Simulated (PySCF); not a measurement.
C₅H₈F₂Si.
SMILES with atom numbers: `[F:1][CH:2]([F:3])[C@H:4]1[CH:5]=[CH:6][CH2:7][SiH2:8]1` (hydrogens: H9 on C2; H10 on C4; H11 on C5; H12 on C6; H13, H14 on C7; H15, H16 on Si8)

The same species was optimised twice, with GFN2-xTB and with PBE0-D3(BJ)/def2-SVP (PySCF), and the same property calculations (PySCF, gas phase) were run on both structures.

| coordinate | GFN2-xTB | PBE0-D3(BJ)/def2-SVP | change |
| --- | --- | --- | --- |
| C5=C6 (Å) | 1.321 | 1.341 | +0.020 |
| C7–Si8 (Å) | 1.909 | 1.899 | -0.010 |
| C4–Si8 (Å) | 1.920 | 1.912 | -0.008 |
| C6–C7 (Å) | 1.500 | 1.506 | +0.006 |
| C2–F3 (Å) | 1.361 | 1.356 | -0.005 |
| C4–C5 (Å) | 1.504 | 1.508 | +0.004 |
| F1–C2 (Å) | 1.360 | 1.356 | -0.004 |
| C2–C4 (Å) | 1.510 | 1.507 | -0.003 |
| C2–C4–C5 (°) | 110.5 | 113.6 | +3.1 |
| C4–Si8–C7 (°) | 92.8 | 95.6 | +2.8 |
| C5–C4–Si8 (°) | 104.6 | 102.2 | -2.4 |
| C6–C7–Si8 (°) | 104.8 | 102.4 | -2.4 |
| C2–C4–Si8 (°) | 112.7 | 114.9 | +2.2 |
| F1–C2–F3 (°) | 105.4 | 107.2 | +1.8 |
| F1–C2–C4 (°) | 111.9 | 110.6 | -1.3 |
| F3–C2–C4 (°) | 111.0 | 109.8 | -1.2 |
| F1–C2–C4–C5 (°) | 69 | 62 | -7 |

Rotational constants: A = 2982, B = 1250, C = 936.8 MHz (GFN2-xTB) against A = 3077, B = 1212, C = 912.1 MHz (PBE0-D3(BJ)/def2-SVP). Point groups within 0.08 Å: C1 and C1.

On the GFN2-xTB structure: lowest singlet, TDDFT (eV) 6.98 [CAM-B3LYP/def2-SVPD]; isotropic polarisability (au) 82.1 [CAM-B3LYP/def2-SVPD]; HOMO (eV) -8.89 [CAM-B3LYP/def2-SVPD]; LUMO (eV) 1.04 [CAM-B3LYP/def2-SVPD]; dipole (D) 2.93 [CAM-B3LYP/def2-SVPD]; HOMO (eV) -7.54 [PBE0/pcSseg-1]; LUMO (eV) 0.19 [PBE0/pcSseg-1]; dipole (D) 2.72 [PBE0/pcSseg-1]; GIAO shielding of F1 (ppm) 297.2 [PBE0/pcSseg-1]; GIAO shielding of C2 (ppm) 60.6 [PBE0/pcSseg-1]; GIAO shielding of F3 (ppm) 294.9 [PBE0/pcSseg-1]; GIAO shielding of C4 (ppm) 144.5 [PBE0/pcSseg-1]; GIAO shielding of C5 (ppm) 50.2 [PBE0/pcSseg-1]; GIAO shielding of C6 (ppm) 43.4 [PBE0/pcSseg-1]; GIAO shielding of C7 (ppm) 169.5 [PBE0/pcSseg-1]; GIAO shielding of Si8 (ppm) 383.9 [PBE0/pcSseg-1].

What do these properties become on the PBE0-D3(BJ)/def2-SVP structure?

```json
{"property": "lowest singlet, TDDFT (eV)", "level": "CAM-B3LYP/def2-SVPD", "on GFN2-xTB": "6.98", "on PBE0-D3(BJ)/def2-SVP": "6.92", "change": "-0.06"}
{"property": "isotropic polarisability (au)", "level": "CAM-B3LYP/def2-SVPD", "on GFN2-xTB": "82.1", "on PBE0-D3(BJ)/def2-SVP": "83.6", "change": "+1.5"}
{"property": "HOMO (eV)", "level": "CAM-B3LYP/def2-SVPD", "on GFN2-xTB": "-8.89", "on PBE0-D3(BJ)/def2-SVP": "-8.86", "change": "+0.03"}
{"property": "LUMO (eV)", "level": "CAM-B3LYP/def2-SVPD", "on GFN2-xTB": "1.04", "on PBE0-D3(BJ)/def2-SVP": "1.00", "change": "-0.04"}
{"property": "dipole (D)", "level": "CAM-B3LYP/def2-SVPD", "on GFN2-xTB": "2.93", "on PBE0-D3(BJ)/def2-SVP": "2.83", "change": "-0.10"}
{"property": "energy, GFN2-xTB geometry as zero (kcal/mol)", "level": "CAM-B3LYP/def2-SVPD", "on GFN2-xTB": "0.0", "on PBE0-D3(BJ)/def2-SVP": "-1.7", "change": "-1.7"}
{"property": "HOMO (eV)", "level": "PBE0/pcSseg-1", "on GFN2-xTB": "-7.54", "on PBE0-D3(BJ)/def2-SVP": "-7.51", "change": "+0.03"}
{"property": "LUMO (eV)", "level": "PBE0/pcSseg-1", "on GFN2-xTB": "0.19", "on PBE0-D3(BJ)/def2-SVP": "0.01", "change": "-0.18"}
{"property": "dipole (D)", "level": "PBE0/pcSseg-1", "on GFN2-xTB": "2.72", "on PBE0-D3(BJ)/def2-SVP": "2.60", "change": "-0.12"}
{"property": "energy, GFN2-xTB geometry as zero (kcal/mol)", "level": "PBE0/pcSseg-1", "on GFN2-xTB": "0.0", "on PBE0-D3(BJ)/def2-SVP": "-1.6", "change": "-1.6"}
{"property": "GIAO shielding of F1 (ppm)", "level": "PBE0/pcSseg-1", "on GFN2-xTB": "297.2", "on PBE0-D3(BJ)/def2-SVP": "298.4", "change": "+1.2"}
{"property": "GIAO shielding of C2 (ppm)", "level": "PBE0/pcSseg-1", "on GFN2-xTB": "60.6", "on PBE0-D3(BJ)/def2-SVP": "62.3", "change": "+1.7"}
{"property": "GIAO shielding of F3 (ppm)", "level": "PBE0/pcSseg-1", "on GFN2-xTB": "294.9", "on PBE0-D3(BJ)/def2-SVP": "301.1", "change": "+6.2"}
{"property": "GIAO shielding of C4 (ppm)", "level": "PBE0/pcSseg-1", "on GFN2-xTB": "144.5", "on PBE0-D3(BJ)/def2-SVP": "145.7", "change": "+1.2"}
{"property": "GIAO shielding of C5 (ppm)", "level": "PBE0/pcSseg-1", "on GFN2-xTB": "50.2", "on PBE0-D3(BJ)/def2-SVP": "45.9", "change": "-4.3"}
{"property": "GIAO shielding of C6 (ppm)", "level": "PBE0/pcSseg-1", "on GFN2-xTB": "43.4", "on PBE0-D3(BJ)/def2-SVP": "39.9", "change": "-3.5"}
{"property": "GIAO shielding of C7 (ppm)", "level": "PBE0/pcSseg-1", "on GFN2-xTB": "169.5", "on PBE0-D3(BJ)/def2-SVP": "169.2", "change": "-0.3"}
{"property": "GIAO shielding of Si8 (ppm)", "level": "PBE0/pcSseg-1", "on GFN2-xTB": "383.9", "on PBE0-D3(BJ)/def2-SVP": "378.2", "change": "-5.7"}
```

The heavy atoms differ by 0.102 Å rms after alignment. Among bonds between heavy atoms C5=C6 changes most (+0.020 Å). Changes are differences of the printed values. Neither structure is proved a minimum here.
